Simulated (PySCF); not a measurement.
Compound: C₁₁H₇P.
Numbering: `[CH:1]#[C:2][c:3]1[cH:4][cH:5][p:6][c:7]2[cH:8][cH:9][cH:10][cH:11][c:12]12`

Geometry (GFN2-xTB, Å), atoms numbered from 1 in this order:
```
atom  x, y, z in Å
C1    -2.5549   -2.4041    0.6246
C2    -1.9821   -1.3737    0.3918
C3    -1.3565   -0.1359    0.1151
C4    -2.1684    0.9710   -0.0437
C5    -1.7018    2.2496   -0.3184
P6    -0.0572    2.7024   -0.5118
C7     0.7387    1.1356   -0.2651
C8     2.1451    1.1277   -0.3566
C9     2.8658   -0.0221   -0.1829
C10    2.1994   -1.2228    0.0907
C11    0.8349   -1.2472    0.1839
C12    0.0642   -0.0777    0.0112
H13   -3.0411   -3.3110    0.8280
H14   -3.2372    0.8246    0.0537
H15   -2.4332    3.0419   -0.4226
H16    2.6454    2.0626   -0.5699
H17    3.9434   -0.0100   -0.2560
H18    2.7695   -2.1300    0.2274
H19    0.3162   -2.1717    0.3933
```

NICS is the negative of the GIAO shielding at a point without a nucleus: at the ring centre (0) and 1 Å above and below it (1); zz is the component along the ring normal. Level: GIAO PBE0/pcSseg-1 (PySCF, non-relativistic, gas phase) on the GFN2-xTB geometry, one conformer.

Rings: 1. C3–C4–C5–P6–C7–C12; 2. C7–C8–C9–C10–C11–C12.

```json
{"set": "P", "NICS(0)": "-9.0", "NICS(1), two faces": "-12.2 / -12.2", "NICS(1)zz, two faces": "-30.2 / -30.2"}
{"set": "Q", "NICS(0)": "-7.0", "NICS(1), two faces": "-10.1 / -10.1", "NICS(1)zz, two faces": "-23.8 / -23.8"}
```

Q: Which set (ppm) belongs to which ring?

A: P = 2, Q = 1.
- 1 (6-membered ring with P; formal bonds all aromatic): mean NICS(1)zz -23.8 ppm, shielded.
- 2 (6-membered carbocycle; formal bonds all aromatic): mean NICS(1)zz -30.2 ppm, shielded. The ring is flat and has no four-coordinate atom; by the NICS criterion it is aromatic, though in fused rings the probe also feels the neighbouring ring.

Q: How do the rings differ in shape?

A: 
```csv
ring,bond lengths (Å),rms pucker (Å),HOMA,nearest outside atom to a NICS(1) probe (Å)
1,"1.382, 1.389, 1.717, 1.775, 1.415, 1.426",0.00,0.78,hydrogen 2.71
2,"1.409, 1.368, 1.400, 1.368, 1.411, 1.415",0.00,0.88,hydrogen 2.66
```

HOMA = 1 − mean of α(R − Ropt)² over the ring bonds, with Krygowski's 1993 parameters (CC: Ropt 1.388 Å, α 257.7 Å⁻²; CP: Ropt 1.698 Å, α 118.91 Å⁻²).
